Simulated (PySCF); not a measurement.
C2H6GaNO, SMILES [OH][Ga]([CH]=C)[NH2]. Heavy atoms are numbered as in [Ga:1]([CH:2]=[CH2:3])([OH:7])[NH2:9]. Hydrogens are named by the atom that carries them.

Geometry optimised at PBE0-D3(BJ)/def2-SVP. The structure was generated by enumeration; whether it is a known compound was not checked. One conformer was computed; it need not be the lowest.

All values below come from PBE/def2-TZVP (PySCF).

ESP charges are fitted to the potential on shells at 1.4 to 2.0 van der Waals radii. Atomic charges (e), one atom of each kind:

| atom | IAO | ESP fit | Löwdin |
|---|---|---|---|
| Ga1 | 0.90 | 0.95 | 0.13 |
| C2 (CH) | -0.42 | -0.31 | -0.30 |
| C3 (CH2) | -0.27 | -0.41 | -0.21 |
| H on C2 | (withheld) | 0.17 | 0.15 |
| H on C3 | (withheld) | 0.18 | 0.12 |
| O7 (OH) | (withheld) | -0.80 | -0.18 |
| H on O7 | (withheld) | 0.43 | 0.16 |
| N9 (NH2) | -0.80 | -1.26 | -0.29 |
| H on N9 | 0.26 | 0.43 | 0.15 |

**Question.** Some entries are withheld; supply them. (The exact figures need the calculation; the answer reports its results.)

**Answer.** 
- H on C2, IAO: 0.16
- H on C3, IAO: 0.15
- O7 (OH), IAO: -0.74
- H on O7, IAO: 0.35
